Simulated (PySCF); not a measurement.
SiBrCl₃, SMILES [Si](Cl)(Cl)(Br)Cl.

Coordinates come from a PBE-D3(BJ)/def2-SVP optimisation.

Computed with r2SCAN/def2-TZVP in PySCF.

Symmetry labels are those of the subgroup Cs that the program uses (full group C3v).

Computed valence orbital energies around the gap with their symmetry:
```csv
orbital,symmetry,energy (eV)
HOMO−7,A',-9.43
HOMO−6,A",-9.43
HOMO−5,A',-9.09
HOMO−4,A',-9.06
HOMO−3,A",-9.06
HOMO−2,A",-8.50
HOMO−1,A',-8.12
HOMO,A",-8.12
LUMO,A',-1.96
LUMO+1,A',-0.35
LUMO+2,A",-0.35
LUMO+3,A',-0.34
```
